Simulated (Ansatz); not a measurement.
Compare A (`[GeH3][SiH]1CS1`) with its isomer B (`S[SiH]1[CH2][GeH2]1`).

Isolated molecules relaxed with PBE0-D4/def2-TZVP in Ansatz; ΔE leaves out vibrations. CCSD(T)/CBS is the MP2 limit (def2-TZVPP, def2-QZVPP) plus CCSD(T) − MP2 in def2-TZVPP, frozen cores. Functionals use def2-TZVPP. B3LYP here is the variant with VWN-RPA as its local correlation; programs differ in this. For Ge outer-core shells are correlated without core-valence functions, which leaves a few kJ/mol of doubt a bond. Scalar relativity is left out up to krypton. One conformer a species, not always the lowest.

A:

Z-matrix (Å, degrees):
```
Ge
Si 1 2.367
H 1 1.536 2 110.4
H 1 1.535 2 108.4 3 119.8
H 1 1.539 2 110.8 3 -120.3
C 2 1.848 1 119.2 3 -141.6
S 2 2.096 1 117.5 3 -77.5
H 2 1.484 1 116.6 3 69.0
H 6 1.086 2 119.3 1 -149.2
H 6 1.086 2 119.9 1 -0.7
```

B:

Z-matrix (Å, degrees):
```
Si
C 1 1.870
Ge 1 2.297 2 56.7
S 1 2.129 2 113.2 3 113.1
H 1 1.484 2 116.7 3 -111.0
H 2 1.087 1 118.0 3 110.8
H 2 1.087 1 118.1 3 -109.5
H 3 1.528 1 121.9 2 96.4
H 3 1.530 1 122.7 2 -96.3
H 4 1.344 1 95.1 2 -151.2
```

(1) Which isomer does CCSD(T)/CBS put lower? Give the gap. (An estimate is asked.)

(2) Give E(B) − E(A) in kcal/mol with r2SCAN-D4, PBE0-D4, MP2/def2-TZVPP, HF/def2-TZVPP, CCSD(T)/def2-TZVPP, B3LYP, CCSD/def2-TZVPP. (Best estimate.)

Largest T1 diagnostic: 0.013.

Results:

(1) The calculation gave: A, by 4.1 kcal/mol.

(2) Computed: r2SCAN-D4 4.5, PBE0-D4 4.8, MP2/def2-TZVPP 4.6, HF/def2-TZVPP 6.6, CCSD(T)/def2-TZVPP 4.5, B3LYP 5.2, CCSD/def2-TZVPP 4.6. None reverses the order clearly.

In def2-TZVPP, CCSD(T) changes the Hartree–Fock value by −2.1 kcal/mol (the triples alone add −0.1 kcal/mol) and MP2 by −2.0 kcal/mol.
